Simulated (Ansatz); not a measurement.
Consider the ligand exchange at the Al–C bond: `O=[CH][Al]([OH])[SiH3]` + `C=N` → `C=[N][Al]([OH])[SiH3]` + `C=O`.

Computed with Ansatz on PBE0-D4/def2-TZVP structures; ΔE is electronic, products minus reactants. CBS: MP2 limit from def2 TZ/QZ plus the TZ coupled-cluster correction, frozen cores. This one scheme is used for every species. DFT in def2-TZVPP. B3LYP here is the variant with VWN-RPA as its local correlation; programs differ in this. One conformer a species, not always the lowest.

`O=[CH][Al]([OH])[SiH3]`:

Cartesian coordinates in Å:
```
O -1.818 0.215 1.714
C -1.880 0.646 0.582
Al -0.231 0.301 -0.540
O -0.099 0.828 -2.146
Si 1.605 -0.920 0.511
H -2.817 1.178 0.276
H -0.759 1.310 -2.641
H 2.746 -1.113 -0.426
H 2.106 -0.182 1.704
H 1.147 -2.262 0.966
```

`C=N`:

```xyz
5

C     0.156   -0.221    0.280
N    -0.226   -0.018   -0.903
H     0.089    0.509    1.095
H     0.590   -1.191    0.535
H    -0.610    0.922   -1.007
```

`C=[N][Al]([OH])[SiH3]`:

Cartesian coordinates in Å:
```
C -1.703 -1.721 -0.932
N -0.727 -0.978 -0.734
Al 0.609 0.098 -0.384
O 1.949 0.176 -1.422
Si 0.552 1.496 1.604
H -2.584 -1.402 -1.513
H -1.755 -2.751 -0.542
H 2.041 -0.343 -2.219
H 0.611 2.944 1.255
H -0.698 1.271 2.382
H 1.703 1.211 2.506
```

`C=O`:

```xyz
4

C     0.002   -0.004    0.003
O    -0.443    0.879   -0.670
H    -0.107   -1.070   -0.280
H     0.548    0.195    0.947
```

(1) Is it downhill or uphill in electronic energy at CCSD(T)/CBS, and by how much? (An estimate is asked.)

(2) What do these levels give: PBE-D4, PBE0-D4, ωB97X-V, ωB97M-V, B2PLYP, PBE, r2SCAN, B3LYP, CCSD(T)/def2-TZVPP, SCS-MP2/def2-QZVPP, HF/CBS(def2), CCSD/CBS(def2)? (Best estimate.)

Largest T1 diagnostic among the species: 0.016.

Results:

(1) The calculation gave: Downhill: ΔE = -91.6 kJ/mol.

(2) Ansatz gave: PBE-D4 -86.7, PBE0-D4 -91.7, ωB97X-V -91.3, ωB97M-V -90.9, B2PLYP -96.6, PBE -85.9, r2SCAN -97.3, B3LYP -94.9, CCSD(T)/def2-TZVPP -92.0, SCS-MP2/def2-QZVPP -97.6, HF/CBS(def2) -104.8, CCSD/CBS(def2) -93.4 kJ/mol.

From PBE to PBE0 (25 % exact exchange), in def2-TZVPP and without D4, ΔE moves by −5.1 kJ/mol. In def2-TZVPP, CCSD(T) changes the Hartree–Fock value by +12.2 kJ/mol (the triples alone add +1.8 kJ/mol) and MP2 by +4.9 kJ/mol.
